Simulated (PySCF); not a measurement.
Compound: C8H8.
SMILES: `CC1c2ccccc21`

Vertical excitations from PySCF (density fitting, frozen core in the response, grid level 2 and gas phase unless stated; continuum runs use non-equilibrium linear response for the excitations) on a GFN2-xTB geometry. Reference run:

```
                              settings    S1, eV (f)    S2, eV (f)    S3, eV (f)    S4, eV (f)    S5, eV (f)    S6, eV (f)  T1, eV (Tamm–Dancoff)  mean α (au)
PBE0/def2-SVPD, full TDDFT, 6 singlets  5.31 (0.060)  5.83 (0.005)  5.87 (0.009)  6.03 (0.000)  6.58 (0.044)  6.83 (0.284)                   4.04         88.8
```

Question: What do these settings give: (1) HF/MINI, energy threshold 1e-07 Eh, CIS, 25 singlets; (2) B3LYP/cc-pVDZ, grid level 4, TDA, 6 singlets?

Answer: 
```
                                            settings    S1, eV (f)    S2, eV (f)    S3, eV (f)    S4, eV (f)    S5, eV (f)    S6, eV (f)  T1, eV (Tamm–Dancoff)  mean α (au)
HF/MINI, energy threshold 1e-07 Eh, CIS, 25 singlets  6.92 (0.056)  7.10 (0.000)  7.75 (0.000)  8.02 (0.014)  9.07 (0.636)  9.39 (1.325)                      –         55.2
        B3LYP/cc-pVDZ, grid level 4, TDA, 6 singlets  5.37 (0.055)  5.84 (0.006)  6.04 (0.001)  6.11 (0.005)  6.96 (0.002)  7.25 (0.005)                   4.14         79.5
```

(1) S1 moves by +1.61 eV; functional, basis and response scheme change together, so the shift can't be laid on one. (2) S1 moves by +0.06 eV; functional, basis and response scheme change together, so the shift can't be laid on one. States are counted by energy in each run and needn't keep their character from row to row.

Question: Which orbital pairs make up S1 in each run, and how does it sit against the orbital gap?

Answer: 
```csv
settings,S1 configurations (weight),S1 (eV),orbital gap (eV),S1 − gap (eV)
"PBE0/def2-SVPD, full TDDFT, 6 singlets","H→L 0.76, H−1→L+1 0.24",5.31,6.46,-1.15
"HF/MINI, energy threshold 1e-07 Eh, CIS, 25 singlets","H→L 0.67, H−1→L+1 0.33",6.92,13.22,-6.30
"B3LYP/cc-pVDZ, grid level 4, TDA, 6 singlets","H→L 0.68, H−1→L+1 0.31",5.37,6.16,-0.79
```

